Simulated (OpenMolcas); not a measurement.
An atom or ion with 5 electrons was computed by SS-CASPT2, IPEA 0.25 Eh, imaginary shift 0.1 Eh with spin-orbit coupling (OpenMolcas, ANO-RCC-VQZP, DKH2). The lowest levels that the run gave, each within 12 % of the measured value where one is at hand:

```json
{"J": "1/2", "Parity": "odd", "E (cm⁻¹)": "0.0", "g": "0.666"}
{"J": "3/2", "Parity": "odd", "E (cm⁻¹)": "169", "g": "1.334"}
{"J": "1/2", "Parity": "even", "E (cm⁻¹)": "56140", "g": "2.671"}
{"J": "3/2", "Parity": "even", "E (cm⁻¹)": "56200", "g": "1.735"}
{"J": "5/2", "Parity": "even", "E (cm⁻¹)": "56290", "g": "1.601"}
{"J": "3/2", "Parity": "even", "E (cm⁻¹)": "100590", "g": "0.800"}
{"J": "5/2", "Parity": "even", "E (cm⁻¹)": "100600", "g": "1.200"}
{"J": "1/2", "Parity": "even", "E (cm⁻¹)": "130760", "g": "2.002"}
{"J": "1/2", "Parity": "even", "E (cm⁻¹)": "146480", "g": "0.666"}
{"J": "3/2", "Parity": "even", "E (cm⁻¹)": "146600", "g": "1.334"}
{"J": "3/2", "Parity": "odd", "E (cm⁻¹)": "185870", "g": "2.002"}
{"J": "3/2", "Parity": "odd", "E (cm⁻¹)": "203950", "g": "0.800"}
```

Q: Which ion is it, and what are the configurations and terms?

A: N2+ (Z = 7, charge +2; active space 3 electrons in 8 orbitals (2s 2p 3s 3p)). J, parity and g give the terms where levels are pure, and mixed ones are named by the computed weights; the size of the splittings, set against known spectra of the 5-electron sequence, gives the charge. In order, with the measured energies in cm⁻¹ (Moore, Selected Tables of Atomic Spectra, NSRDS-NBS 3, section 5): 2s² 2p ²P°_1/2, 2s² 2p ²P°_3/2 (174), 2s 2p² ⁴P_1/2, 2s 2p² ⁴P_3/2 (57247), 2s 2p² ⁴P_5/2 (57328), 2s 2p² ²D_3/2 (101031), 2s 2p² ²D_5/2 (101024), 2s 2p² ²S_1/2 (131004), 2s 2p² ²P_1/2 (145876), 2s 2p² ²P_3/2 (145986), 2p³ ⁴S°_3/2 (186797), 2p³ ²D°_3/2 (203089).

CASPT2 breaks the degeneracy within a term, and the mean is taken; among the terms shown or strongly mixed into the levels shown the widest spread is 40 cm-1 (2p³ ²D°). Active for correlation alone: 3p 3s; no level in the range computed is led by a configuration that fills them, so any true level of that kind is missing. Measured partners are found by configuration, term and J. A level has none where our copy of the source lacks it or the pairing is in doubt (some pairs that miss far off the trend of their configuration count as doubtful), and it then counts in no deviation. Only configurations of the active space appear.

° marks odd parity.
